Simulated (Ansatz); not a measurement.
Reaction R1 + R2 → P1 + P2, each structure at its B3LYP-D3(BJ)/def2-TZVP stationary point, reached from a drawn start (curvature not checked).
P1: Cl atom, charge 0, multiplicity 2.
R1: F atom, charge 0, multiplicity 2.
R2: HCl (SMILES Cl), charge 0, multiplicity 1.
P2: HF (SMILES F), charge 0, multiplicity 1.

P less R. No zero-point or thermal terms; singlets are restricted closed shells; open shells are unrestricted; no spin–orbit coupling.

Correlated levels freeze the cores.

Programs: Ansatz (Gaussian basis) for Hartree–Fock, density functionals and correlated methods. No computed number here is a measurement.

Total energies in hartree:

| structure | PBE/def2-TZVPPD | B3LYP/def2-TZVPPD | CCSD(T)/aug-cc-pV(Q+d)Z |
|---|---|---|---|
| P1 | -459.959361 | -460.167785 | -459.695891 |
| R1 | -99.670489 | -99.771096 | -99.652908 |
| R2 | -460.629111 | -460.837754 | -460.365810 |
| P2 | -100.396644 | -100.495201 | -100.377334 |

Task: Work out the reaction energy at each level in kcal/mol (1 hartree = 627.50947 kcal/mol), and say how far PBE/def2-TZVPPD lies from CCSD(T)/aug-cc-pV(Q+d)Z.

Result: 
- PBE/def2-TZVPPD: (-459.959361) + (-100.396644) − (-99.670489) − (-460.629111) = -0.056405 hartree = -35.39 kcal/mol
- B3LYP/def2-TZVPPD: (-460.167785) + (-100.495201) − (-99.771096) − (-460.837754) = -0.054136 hartree = -33.97 kcal/mol
- CCSD(T)/aug-cc-pV(Q+d)Z: (-459.695891) + (-100.377334) − (-99.652908) − (-460.365810) = -0.054507 hartree = -34.20 kcal/mol
PBE/def2-TZVPPD less CCSD(T)/aug-cc-pV(Q+d)Z: -1.19 kcal/mol. CCSD(T)/aug-cc-pV(Q+d)Z is the level counted from, the highest shown, and no exact or measured value.

Ansatz is a program for electronic structure.
